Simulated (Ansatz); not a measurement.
Steps of a relaxation of CH3Cl3HfSe, SMILES `C[Se][Hf]([Cl])([Cl])[Cl]` with RKS PBE0-D4/def2-TZVP.

```sh
$ ansatz run in.yaml --threads 2 --pin off --events-out ev --progress --plain --max-ram 32768MiB --backend cuda --devices 0, --max-vram 18GiB
```

```yaml
crystal:
  periodic: [false, false, false]
  atoms:
    - {symbol: C, position_ang: [-0.094080, -1.313000, 0.900160]}
    - {symbol: Se, position_ang: [1.498870, -1.049000, -0.280540]}
    - {symbol: Hf, position_ang: [0.360080, 1.068420, -0.886890]}
    - {symbol: Cl, position_ang: [-1.640340, 0.583070, -1.831290]}
    - {symbol: Cl, position_ang: [1.252140, 2.665870, -2.229120]}
    - {symbol: Cl, position_ang: [-0.277340, 2.146390, 1.001060]}
    - {symbol: H, position_ang: [0.006530, -0.664270, 1.770900]}
    - {symbol: H, position_ang: [-1.008080, -1.083440, 0.342310]}
    - {symbol: H, position_ang: [-0.097780, -2.354040, 1.213420]}
basis:
  gaussian: {orbitals: def2-TZVP}
hamiltonian: {xc: pbe0, dispersion: d4}
relax: {f_tol: 0.005, max_steps: 150}
```

Positions (Å) and forces (eV/Å) along the path, 14 of 28 steps:

```xyz
9
step=1 energy=-105298.2693 eV
C    -0.094   -1.313    0.900    0.154    0.295   -0.050
Se    1.499   -1.049   -0.281    0.419   -0.834    0.324
Hf    0.360    1.068   -0.887   -0.089    0.119   -0.053
Cl   -1.640    0.583   -1.831   -1.062   -0.409   -0.621
Cl    1.252    2.666   -2.229    0.754    0.608   -0.700
Cl   -0.277    2.146    1.001   -0.180    0.562    1.110
H     0.007   -0.664    1.771   -0.068   -0.132   -0.069
H    -1.008   -1.083    0.342    0.054   -0.163    0.215
H    -0.098   -2.354    1.213    0.018   -0.047   -0.155
9
step=2 energy=-105298.4461 eV
C    -0.074   -1.340    0.931    0.186   -0.139    0.114
Se    1.509   -1.033   -0.244   -0.688    1.039   -0.189
Hf    0.247    1.171   -0.919    0.253   -0.239    0.053
Cl   -1.766    0.559   -1.971    0.384    0.100    0.205
Cl    1.418    2.667   -2.325   -0.253   -0.547    0.425
Cl   -0.287    2.265    1.092    0.103   -0.215   -0.399
H     0.021   -0.779    1.865    0.053   -0.086   -0.194
H    -1.016   -1.096    0.433    0.080   -0.063    0.018
H    -0.053   -2.413    1.137   -0.117    0.151   -0.033
9
step=3 energy=-105298.5574 eV
C    -0.065   -1.319    0.928    0.127   -0.115    0.082
Se    1.481   -0.920   -0.263   -0.086   -0.013    0.113
Hf    0.213    1.162   -0.911    0.019    0.193   -0.061
Cl   -1.763    0.530   -1.966   -0.056   -0.025   -0.035
Cl    1.462    2.562   -2.290   -0.007   -0.138    0.070
Cl   -0.319    2.245    1.078   -0.020    0.039    0.027
H     0.068   -0.829    1.895    0.018   -0.040   -0.195
H    -1.016   -1.028    0.475    0.055   -0.037    0.057
H    -0.060   -2.404    1.054   -0.049    0.136   -0.058
9
step=5 energy=-105298.5788 eV
C    -0.040   -1.359    0.961   -0.052   -0.070   -0.021
Se    1.446   -0.832   -0.236   -0.030   -0.012    0.047
Hf    0.161    1.226   -0.931   -0.016    0.010    0.017
Cl   -1.786    0.559   -2.030    0.019    0.007    0.022
Cl    1.542    2.481   -2.310   -0.004   -0.013    0.010
Cl   -0.406    2.355    1.028   -0.008    0.006   -0.030
H     0.164   -0.997    1.969   -0.005   -0.023   -0.114
H    -1.006   -0.983    0.611    0.095   -0.024    0.054
H    -0.075   -2.450    0.940    0.002    0.119    0.014
9
step=7 energy=-105298.5811 eV
C    -0.039   -1.369    0.954   -0.008    0.005   -0.009
Se    1.464   -0.805   -0.197    0.000   -0.001   -0.006
Hf    0.162    1.233   -0.919    0.004    0.001    0.006
Cl   -1.787    0.538   -1.996    0.000   -0.005   -0.001
Cl    1.542    2.456   -2.325    0.000    0.002    0.001
Cl   -0.420    2.415    1.002   -0.002    0.000   -0.004
H     0.167   -1.056    1.974   -0.001   -0.004    0.004
H    -0.995   -0.959    0.623    0.009    0.000    0.009
H    -0.093   -2.453    0.883   -0.002    0.001    0.001
9
step=8 energy=-105298.5815 eV
C    -0.037   -1.367    0.956    0.003   -0.006    0.003
Se    1.468   -0.804   -0.193    0.003    0.000    0.000
Hf    0.161    1.230   -0.919   -0.002    0.002    0.001
Cl   -1.782    0.527   -2.002    0.003   -0.003    0.001
Cl    1.540    2.456   -2.323    0.000    0.000    0.000
Cl   -0.432    2.419    0.995    0.000   -0.004   -0.002
H     0.183   -1.081    1.981   -0.002    0.000   -0.004
H    -0.988   -0.932    0.644   -0.002    0.005    0.005
H    -0.112   -2.448    0.862   -0.002    0.005   -0.004
9
step=9 energy=-105298.5718 eV rejected
C    -0.028   -1.348    0.959   -0.239   -0.222    0.204
Se    1.502   -0.784   -0.155    0.001    0.011   -0.014
Hf    0.155    1.209   -0.919   -0.001   -0.022    0.015
Cl   -1.758    0.454   -2.021    0.017    0.002    0.009
Cl    1.525    2.445   -2.323   -0.005    0.002   -0.001
Cl   -0.485    2.422    0.966    0.004   -0.002   -0.010
H     0.258   -1.218    2.015   -0.183   -0.040   -0.456
H    -0.947   -0.771    0.747    0.342   -0.250    0.141
H    -0.222   -2.410    0.731    0.064    0.521    0.112
9
step=12 energy=-105298.5825 eV
C    -0.034   -1.355    0.954   -0.009    0.002    0.007
Se    1.488   -0.799   -0.178    0.000   -0.003    0.008
Hf    0.161    1.216   -0.915   -0.003   -0.010   -0.004
Cl   -1.767    0.483   -2.003   -0.002    0.002   -0.003
Cl    1.528    2.452   -2.322    0.000    0.002   -0.001
Cl   -0.453    2.414    0.988   -0.001    0.003    0.004
H     0.211   -1.134    1.990   -0.005   -0.012   -0.023
H    -0.968   -0.854    0.685    0.020   -0.012    0.007
H    -0.166   -2.424    0.801   -0.001    0.029    0.004
9
step=20 energy=-105298.5843 eV
C    -0.027   -1.332    0.949    0.009    0.009   -0.003
Se    1.538   -0.774   -0.122   -0.008   -0.003    0.008
Hf    0.161    1.187   -0.903   -0.003    0.001   -0.002
Cl   -1.737    0.386   -1.998    0.001    0.001    0.001
Cl    1.498    2.434   -2.328    0.001   -0.001    0.000
Cl   -0.496    2.428    0.959    0.000   -0.001    0.000
H     0.255   -1.289    1.998   -0.003   -0.005   -0.007
H    -0.905   -0.696    0.798    0.004   -0.005    0.001
H    -0.285   -2.344    0.648    0.000    0.005    0.003
9
step=22 energy=-105298.5843 eV
C    -0.026   -1.330    0.949    0.002    0.003    0.001
Se    1.541   -0.769   -0.114   -0.005   -0.001    0.004
Hf    0.160    1.187   -0.903   -0.002   -0.003    0.000
Cl   -1.735    0.376   -1.996    0.001    0.001   -0.001
Cl    1.498    2.431   -2.331    0.000    0.001    0.000
Cl   -0.502    2.432    0.954    0.001    0.001    0.000
H     0.258   -1.310    1.998   -0.002   -0.003   -0.008
H    -0.898   -0.683    0.813    0.006   -0.005    0.001
H    -0.296   -2.335    0.631    0.000    0.006    0.003
9
step=23 energy=-105298.5843 eV rejected
C    -0.026   -1.330    0.950   -0.012   -0.009    0.009
Se    1.546   -0.762   -0.103    0.001   -0.002   -0.001
Hf    0.159    1.185   -0.903    0.004    0.011   -0.004
Cl   -1.731    0.367   -1.998    0.000   -0.002    0.004
Cl    1.493    2.428   -2.334   -0.001   -0.003    0.002
Cl   -0.506    2.441    0.946   -0.002   -0.003   -0.001
H     0.263   -1.338    1.998   -0.008    0.000   -0.024
H    -0.889   -0.667    0.835    0.013   -0.014    0.004
H    -0.309   -2.324    0.610    0.004    0.023    0.010
9
step=25 energy=-105298.5843 eV rejected
C    -0.025   -1.330    0.949   -0.003   -0.010    0.005
Se    1.547   -0.761   -0.103   -0.003    0.005   -0.003
Hf    0.158    1.185   -0.902    0.012    0.001   -0.006
Cl   -1.732    0.366   -1.996    0.000   -0.003    0.001
Cl    1.496    2.424   -2.333   -0.004    0.001    0.002
Cl   -0.512    2.442    0.945    0.001   -0.001    0.002
H     0.266   -1.343    1.997   -0.005    0.002   -0.007
H    -0.886   -0.664    0.839    0.001   -0.004    0.004
H    -0.312   -2.320    0.606    0.001    0.009    0.003
9
step=26 energy=-105298.5844 eV
C    -0.026   -1.330    0.950   -0.002   -0.001    0.000
Se    1.544   -0.763   -0.106    0.000    0.000   -0.001
Hf    0.160    1.187   -0.904    0.002    0.000    0.002
Cl   -1.731    0.368   -1.997    0.000    0.000    0.000
Cl    1.496    2.429   -2.334    0.000    0.000    0.000
Cl   -0.507    2.438    0.948   -0.001    0.001   -0.001
H     0.263   -1.333    1.998    0.000    0.000   -0.001
H    -0.890   -0.670    0.832    0.001    0.000    0.000
H    -0.308   -2.325    0.614    0.001    0.001    0.000
9
step=28 energy=-105298.5844 eV
C    -0.026   -1.330    0.950   -0.001    0.000    0.000
Se    1.545   -0.762   -0.105    0.001   -0.001    0.000
Hf    0.160    1.186   -0.904   -0.001    0.002    0.000
Cl   -1.731    0.366   -1.996    0.000   -0.001    0.000
Cl    1.495    2.429   -2.334    0.000    0.000    0.000
Cl   -0.509    2.440    0.946    0.000    0.000    0.000
H     0.264   -1.338    1.997    0.000    0.000    0.001
H    -0.889   -0.668    0.836    0.000    0.001    0.000
H    -0.310   -2.323    0.611    0.000    0.000    0.000
```

Run time 4.8 min (2 threads of an AMD EPYC 7R13 on a shared host and a share of an NVIDIA H100 80 GB); peak host memory 0.99 GiB.
